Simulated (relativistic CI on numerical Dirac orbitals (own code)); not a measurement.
Electric-dipole transitions in Ir25+

Calculated at this level of theory: Dirac-Coulomb-Breit CI, separate exchange-only KLI orbitals for each configuration, model QED, unscaled Slater integrals (own radial code, finite nucleus).

CI space (outside the closed core [Ar] 3d10 4p6): 4s2.4d10.4f6, 4s2.4d10.4f5.5s, 4s2.4d9.4f7, 4s2.4d10.4f4.5s2, 4s2.4d10.4f5.5p, 4s2.4d10.4f4.5s.5p, 4s2.4d10.4f4.5p2, 4s2.4d10.4f5.6p, 4d10.4f8. Levels of other configurations are missing.

```
λ vac (nm)                    Lower                         Upper   A (s⁻¹)        gf  Branching (%)
    11.124   4s2.4d10.4f6 5L_6 [10]   4s2.4d10.4f5.5s 3H°_6 [389]  6.03e+05  1.45e-05            6.0
    11.421   4s2.4d10.4f6 5H_5 [15]   4s2.4d10.4f5.5s 5F°_5 [378]  6.87e+05  1.48e-05            7.7
    11.517   4s2.4d10.4f6 5L_9 [21]   4s2.4d10.4f5.5s 5K°_8 [385]  5.68e+05  1.92e-05           13.2
    11.573  4s2.4d10.4f6 5L_10 [20]   4s2.4d10.4f5.5s 5K°_9 [373]  8.40e+05  3.20e-05           24.2
    11.666   4s2.4d10.4f6 5L_6 [10]   4s2.4d10.4f5.5s 3I°_5 [333]  6.47e+05  1.45e-05           10.8
    11.719   4s2.4d10.4f6 5D_4 [35]   4s2.4d10.4f5.5s 5F°_5 [392]  1.60e+06  3.62e-05           21.4
    11.840   4s2.4d10.4f6 5G_2 [25]   4s2.4d10.4f5.5s 5P°_1 [360]  3.96e+06  2.49e-05           23.6
    11.903  4s2.4d10.4f6 5L_10 [20]  4s2.4d10.4f5.5s 5M°_10 [339]  2.90e+05  1.29e-05           23.3
    11.911   4s2.4d10.4f6 5L_9 [21]   4s2.4d10.4f5.5s 5L°_8 [342]  6.34e+05  2.29e-05           18.0
    12.066   4s2.4d10.4f6 5L_8 [18]   4s2.4d10.4f5.5s 5K°_7 [328]  4.05e+05  1.33e-05           10.4
    12.073    4s2.4d10.4f6 5D_1 [9]   4s2.4d10.4f5.5s 5F°_2 [310]  1.08e+06  1.18e-05           12.4
    12.109   4s2.4d10.4f6 5D_3 [19]   4s2.4d10.4f5.5s 5F°_4 [326]  9.40e+05  1.86e-05           14.7
    12.133   4s2.4d10.4f6 5D_2 [11]   4s2.4d10.4f5.5s 5F°_3 [315]  1.34e+06  2.07e-05           15.4
    12.150   4s2.4d10.4f6 5D_3 [19]   4s2.4d10.4f5.5s 5I°_4 [322]  9.04e+05  1.80e-05           15.2
    12.180   4s2.4d10.4f6 5H_5 [15]   4s2.4d10.4f5.5s 5H°_6 [317]  8.12e+05  2.35e-05           11.1
    12.189   4s2.4d10.4f6 5I_4 [30]   4s2.4d10.4f5.5s 5F°_5 [335]  7.26e+05  1.78e-05            7.4
    12.294   4s2.4d10.4f6 3N_9 [50]   4s2.4d10.4f5.5s 3M°_9 [352]  6.97e+05  3.00e-05           15.7
    12.316   4s2.4d10.4f6 5L_6 [16]   4s2.4d10.4f5.5s 5H°_5 [313]  7.01e+05  1.75e-05            8.1
    12.373   4s2.4d10.4f6 5I_5 [31]   4s2.4d10.4f5.5s 5H°_6 [324]  6.31e+05  1.88e-05           11.8
    12.407   4s2.4d10.4f6 5K_9 [58]   4s2.4d10.4f5.5s 3M°_8 [350]  9.04e+05  3.55e-05           23.5
    12.445   4s2.4d10.4f6 5H_5 [15]   4s2.4d10.4f5.5s 5H°_4 [308]  1.06e+06  2.21e-05           12.6
    12.446   4s2.4d10.4f6 5H_7 [24]   4s2.4d10.4f5.5s 5H°_6 [317]  1.32e+06  3.98e-05           18.0
    12.472   4s2.4d10.4f6 5I_8 [36]   4s2.4d10.4f5.5s 5H°_7 [325]  1.15e+06  4.03e-05           16.6
    12.545   4s2.4d10.4f6 5K_8 [40]   4s2.4d10.4f5.5s 5H°_7 [325]  7.79e+05  2.76e-05           11.3
    12.642   4s2.4d10.4f6 5I_6 [29]   4s2.4d10.4f5.5s 5H°_5 [313]  1.18e+06  3.11e-05           13.6
    12.737   4s2.4d10.4f6 5K_7 [41]   4s2.4d10.4f5.5s 5H°_6 [317]  1.09e+06  3.46e-05           14.9
    12.750   4s2.4d10.4f6 3K_7 [82]   4s2.4d10.4f5.5s 5L°_7 [345]  1.19e+06  4.34e-05           25.2
    12.786   4s2.4d10.4f6 5H_4 [17]   4s2.4d10.4f5.5s 5H°_3 [300]  8.02e+05  1.38e-05           14.0
    12.804   4s2.4d10.4f6 5K_8 [40]   4s2.4d10.4f5.5s 5M°_7 [314]  6.22e+05  2.29e-05           17.6
    12.836   4s2.4d10.4f6 5I_5 [31]   4s2.4d10.4f5.5s 5H°_4 [308]  1.43e+06  3.19e-05           17.1
```

Terms are leading LS components. Brackets give the number of a level in order of energy, since labels repeat. The list gives strong lines, with weight on those to low levels, without lines whose two gauges differ by over a factor of 2.5, among the lowest 400 of 9274 levels, so that lines to higher ones, which can be the strongest, are missing. Levels whose partners in the same complex of configurations lie outside the list can be far off, and so can their lines. Rates are taken at the computed energies, electric ones in the length gauge.

At this charge energies of transitions that change n are usually good to better than 1 %, and those within a shell (Δn = 0) to a few per cent. Terms inside the open d or f shell come out 10 to 20 % too wide with unscaled integrals.

LS names give the leading component of a level, which can be under half, so a name can repeat, a term be missing and a line seem to break the LS rules.
